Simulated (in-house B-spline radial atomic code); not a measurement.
Settings and results of a run for Al X (Al9+). Method: non-relativistic TPSS, spin-polarised, spherical fractional occupations, point nucleus. Calculated with a radial B-spline atomic code at the basis-set limit.

Command:
```bash
python run_scf.py task.json out
```
Settings:
```
Z                13
configuration    [He] 2s2
hamiltonian      nr
method           tpss,tpss
spin_polarised   True
```

Output (hartree, bohr):
```
 radial grid: 37 intervals, B-splines of order 8, outer radius 4.1237 bohr

 iter        energy (Eh)    residual
    1        -191.805022    3.19e-02
    2        -191.806208    7.98e-04
    3        -191.806208    4.09e-04
    4        -191.806208    2.10e-04
    5        -191.806208    6.16e-06
    6        -191.806208    1.62e-07
    7        -191.806208    2.59e-09

 total energy                      -191.80621
 kinetic                             191.7042
 electron-nucleus                   -402.1360
 Hartree                              28.8430
 exchange-correlation                -10.2174

 orbital      occ     eigenvalue          <r>       <r^2>       <1/r>     <1/r^3>     <1/r^2>       r_max
 1s up      1.000       -69.1530     0.119395   0.0191262     12.6509           -     322.688     0.07858
 1s down    1.000       -69.1530     0.119395   0.0191262     12.6509           -     322.688     0.07858
 2s up      1.000       -13.9065     0.522946    0.319642     2.81584           -     32.2733      0.4474
 2s down    1.000       -13.9065     0.522946    0.319642     2.81584           -     32.2733      0.4474
```

Run time, properties included: 0.07 s on 1 thread of Arm Neoverse V1 (shared host).
